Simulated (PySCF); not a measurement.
# Which method gave which barrier?

Saddle point of GaSiH$_{7}$S, closed shell (GaSiH₅ ([SiH3][GaH2]) + H₂S → GaH₃S ([SH][GaH2]) + SiH₄; bonds formed: Si2–H5; dative contacts that become bonds: Ga1–S6; bonds broken: Ga1–Si2, H5–S6), PBE0-D4/def2-TZVP structure:

```
10
angstrom
Ga -0.4817 -1.2507 -0.0251
Si 1.2206 0.6970 -0.3834
H -0.7070 -1.8300 -1.4504
H -0.0853 -1.9055 1.3287
H -0.6510 0.5725 -0.0250
S -2.2868 0.3447 0.3350
H 1.0737 1.5586 -1.5859
H 1.5628 1.5443 0.7907
H 2.3528 -0.2470 -0.6201
H -1.9983 0.5158 1.6354
```

PySCF 2.14 with density fitting (its default auxiliary sets; JK sets also for MP2 and CCSD(T)); basis: def2-TZVPP, with def2-QZVPP for the basis limit; cores frozen in the correlated methods. Filled d shells of the heavier atoms are correlated. The def2 sets are not built for correlating such inner shells, so the correlated values are less sure here. Extrapolation: Hartree–Fock as exp(−7.88 √X), correlation as X^−2.97. Four methods, as single points on the PBE0-D4 structures, gave these electronic barriers from the start structure: 12.56, 19.67, 26.80, 36.43 kcal/mol.

Problem. The methods were, in alphabetical order, BHLYP-D4, HF, PBE0-D4, SPW92. Which gave which? (A judgement: the text doesn't fix the answer.)

Solution. By the calculation: SPW92 12.56; PBE0-D4 19.67; BHLYP-D4 26.80; HF 36.43 kcal/mol. For comparison, CCSD(T) at an estimated basis limit (MP2 extrapolated from triple and quadruple zeta, plus CCSD(T) − MP2 in triple zeta) gives 22.36 kcal/mol.

T1 diagnostic: at most 0.014.

Labels in which every atom is bracketed show which atoms are joined, not bond orders.

For scale, one of the runs: CCSD(T)/def2-TZVPP, 230 basis functions, launched by `OMP_NUM_THREADS=4 python run.py`. Hardware: 4 CPU threads of an Arm Neoverse V2, shared host. Wall time 14 min; peak host memory 4 GiB.
